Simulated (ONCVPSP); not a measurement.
## Which change was made? (Cu, ONCV)

copper (Cu), optimised norm-conserving Vanderbilt (ONCV), made with ONCVPSP 4.0.1 (LDA (Perdew-Wang 92), scalar-relativistic). Core [Ne], reference 3s2 3p6 3d9 4s2. Waves: 3s+4s: rc 1.15 bohr, ncon 3, nbas 7, qcut 10.7 1/bohr, 2 projectors; 3p: rc 0.75 bohr, ncon 3, nbas 6, qcut 10.6 1/bohr, 2 projectors, debl 3.4 Ha; 3d: rc 0.70 bohr, ncon 4, nbas 7, qcut 12.8 1/bohr, local. Local part: the d channel. Core correction: none.

Cutoffs, loose and tight: the cutoffs (Ha) at which the residual kinetic energy of the hardest occupied pseudo-wave falls to 1 and 0.1 mHa per electron. They do not see the model core or the augmentation charge, which bear on the density cutoff. Test errors are all-electron minus pseudo excitation energies from the reference, over the configurations 3s2 3p6 3d10 4s1; 3s2 3p6 3d10 4s0; 3s2 3p6 3d9 4s0; 3s2 3p6 3d7 4s0; variants that change the core or the reference have their own tests.

The base gives: outcome: generated; cutoff, loose: 349 Ha; cutoff, tight: 455 Ha; bound ghosts: p; GHOST(+) flags above zero: s; largest test error (meV): -26.

Task: After one change the result is: outcome: generated; cutoff, loose: 358 Ha; cutoff, tight: 478 Ha; bound ghosts: s, p; GHOST(+) flags above zero: none; largest test error (meV): -24. Which change was it?
A. d: qcut 10.4
B. d: qcut 11.9
C. d: qcut 16.4

Result: B. The others give: d: qcut 10.4 → outcome: generated; cutoff, loose: 369 Ha; cutoff, tight: 500 Ha; bound ghosts: s; GHOST(+) flags above zero: p; largest test error (meV): -31 | d: qcut 16.4 → outcome: generated; cutoff, loose: 193 Ha; cutoff, tight: 349 Ha; bound ghosts: none; GHOST(+) flags above zero: s; largest test error (meV): -18.
